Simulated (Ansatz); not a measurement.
Input:

```yaml
crystal:
  periodic: [false, false, false]
  atoms:
    - { symbol: O, position_ang: [-2.0795, 0.69, -0.4919] }
    - { symbol: Si, position_ang: [-0.9854, -0.3031, 0.2439] }
    - { symbol: B, position_ang: [0.698, 0.6067, 0.3522] }
    - { symbol: F, position_ang: [1.92765, 0.14568, -0.30648] }
    - { symbol: As, position_ang: [0.855, 2.38882, 1.39867] }
    - { symbol: H, position_ang: [-2.2913, 1.4666, 0.1596] }
    - { symbol: H, position_ang: [-1.4175, -0.654, 1.5984] }
    - { symbol: H, position_ang: [-0.7913, -1.5055, -0.5648] }
    - { symbol: H, position_ang: [0.11442, 1.78513, 2.56623] }
    - { symbol: H, position_ang: [-0.43308, 2.95591, 0.70008] }
basis:
  gaussian: { orbitals: def2-SVP }
hamiltonian:
  xc: blyp
relax:
  f_tol: 0.015
  max_steps: 40
```

Run as:

```bash
$ ansatz run input.yaml --threads 2 --pin off --max-ram 3072MiB --backend cpu --events-out ev --progress --plain --runs-dir out
```

Hardware: 2 threads of Arm Neoverse V1 (shared host).

**Question.** Roughly how long does this run take, and how much memory?

**Answer.** 90 s, with a peak of 0.18 GiB, for 31 ionic steps.
